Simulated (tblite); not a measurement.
C4H8O2SSi2.
Numbering: `[O:1]=[C:2]=[C:3]([CH:4]=[O:5])[S:6][SiH2:7][CH2:8][SiH3:9]` (hydrogens: H10 on C4; H11, H12 on Si7; H13, H14 on C8; H15, H16, H17 on Si9)

The geometry is computed with GFN2-xTB (gas phase).

(1) What internal coordinates does the optimisation give?

Answers

(1) 
```
                     bond  length (Å)   order
                    O1=C2       1.153  double
                    C2=C3       1.313  double
                    C3–C4       1.426  single
                    C4=O5       1.216  double
                    C3–S6       1.793  single
                   S6–Si7       2.210  single
                   Si7–C8       1.890  single
                   C8–Si9       1.896  single
                   C4–H10       1.099  single
                  Si7–H11       1.477  single
                  Si7–H12       1.455  single
           C8–H13, C8–H14       1.089  single
Si9–H15, Si9–H16, Si9–H17       1.463  single
```

Bonds in one row agree within 0.01 Å and their mean is given. Orders are formal, as drawn. A selection of angles:
```
     angle  degrees
  O1–C2–C3    176.8
  C2–C3–C4    126.8
  C2–C3–S6    114.0
  C4–C3–S6    119.2
  C3–C4–O5    123.7
 C3–S6–Si7    102.0
 S6–Si7–C8    114.4
Si7–C8–Si9    111.4
```

Dihedral angles: C2–C3–C4–O5 -179° (antiperiplanar); C2–C3–S6–Si7 176° (antiperiplanar); C3–S6–Si7–C8 81° (synclinal); S6–Si7–C8–Si9 176° (antiperiplanar). The mirror-image conformer, all signs reversed, is as good.

Si7 and O5 aren't drawn bonded (4 bonds apart) but lie 2.40 Å from each other; Cordero's covalent radii sum to 1.77 Å. Si9 (SiH3 silicon) is tetrahedral (angles from 109.2° to 109.8°). Of the pairs four or more bonds apart, those above aside, O5···C8 is among the closest relative to their van der Waals radii: 2.84 Å, 88 % of the sum of Bondi's values. Si7 (SiH2 silicon) has angles from 91.5° to 124.7°. The C–C distances run from 1.313 Å (C2=C3, drawn double) to 1.426 Å (C3–C4, drawn single), a spread of 0.113 Å. The C–O distances run from 1.153 Å (O1=C2, drawn double) to 1.216 Å (C4=O5, drawn double), a spread of 0.063 Å.

Point group: C1 (no symmetry element, even within 0.4 Å). Its lowest GFN2-xTB frequency is 1i cm⁻¹, too small to tell a flat minimum from a shallow saddle. One conformer, not necessarily the lowest.

On an Arm Neoverse V1 with one thread, no GPU, shared host, this took 0.85 s. These figures are those of the optimisation.
